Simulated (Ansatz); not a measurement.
C6H20N4Si, SMILES `CN(C)[Si](N)(N(C)C)N(C)C`, relaxed with RKS PBE-D4/def2-SVP in the Gaussian-basis code of Ansatz from a rough embedded geometry. The force threshold is 0.03 eV/Å; the program also tests the step.

Total charge 0; spin multiplicity 1.

Start:

```xyz
31

C    -0.235   -2.343    0.421
N     0.733   -1.267    0.564
C     1.468   -1.497    1.831
Si    0.385    0.338   -0.018
N     1.733    1.209    0.125
N     0.056    0.230   -1.679
C     0.866   -0.506   -2.621
C    -0.480    1.433   -2.385
N    -0.873    1.008    0.792
C    -0.674    1.543    2.167
C    -2.262    0.511    0.735
H    -0.670   -2.378   -0.603
H     0.363   -3.399    0.479
H    -0.988   -2.394    1.133
H     1.864   -2.476    1.890
H     2.336   -0.776    1.888
H     0.833   -1.299    2.679
H     2.438    0.770   -0.506
H     1.488    2.099   -0.325
H     1.149   -1.560   -2.255
H     0.336   -0.754   -3.545
H     1.770    0.021   -2.834
H    -1.237    1.924   -1.794
H    -0.955    1.096   -3.330
H     0.266    2.168   -2.605
H    -0.617    0.730    2.919
H     0.228    2.110    2.254
H    -1.453    2.270    2.426
H    -2.415   -0.337    1.418
H    -2.917    1.294    1.052
H    -2.537    0.232   -0.274
```

| step | energy (eV) | largest force (eV/Å) | largest move (Å) |
| --- | --- | --- | --- |
| 1 | -20354.8969 | 4.381 | 0.000 |
| 2 | -20356.2963 | 2.412 | 0.192 |
| 3 | -20356.6238 | 0.774 | 0.200 |
| 4 | -20356.7328 | 0.198 | 0.200 |
| 5 | -20356.7833 | 0.148 | 0.200 |
| 6 | -20356.7999 | 0.221 | 0.196 |
| 7 | -20356.8116 | 0.112 | 0.028 |
| 8 | -20356.8150 | 0.156 | 0.101 |
| 9 | -20356.8221 | 0.030 | 0.052 |
| 10 | -20356.8234 | 0.009 | 0.037 |
| 11 | -20356.8240 | 0.017 | 0.049 |

End:

```xyz
31

C    -0.086   -2.437    0.206
N     0.811   -1.352    0.554
C     1.711   -1.682    1.642
Si    0.438    0.300    0.096
N     1.834    1.231    0.613
N     0.041    0.223   -1.612
C     0.725   -0.674   -2.523
C    -0.653    1.301   -2.289
N    -0.932    1.101    0.846
C    -0.818    1.853    2.081
C    -2.289    0.674    0.562
H    -0.775   -2.129   -0.605
H     0.473   -3.337   -0.150
H    -0.710   -2.769    1.075
H     2.411   -2.507    1.359
H     2.312   -0.799    1.930
H     1.164   -2.027    2.556
H     2.738    0.894    0.270
H     1.777    2.239    0.442
H     1.309   -1.425   -1.956
H     0.009   -1.220   -3.185
H     1.434   -0.130   -3.198
H    -1.084    2.004   -1.551
H    -1.485    0.922   -2.932
H     0.028    1.886   -2.959
H    -1.226    1.293    2.960
H     0.243    2.082    2.298
H    -1.381    2.817    2.027
H    -2.720    0.049    1.385
H    -2.975    1.546    0.427
H    -2.322    0.074   -0.369
```

Hardware: 11 threads of an AMD EPYC 7R13 on a shared host and a whole NVIDIA H100 80 GB. Wall time 10 s, peak host memory 0.96 GiB.
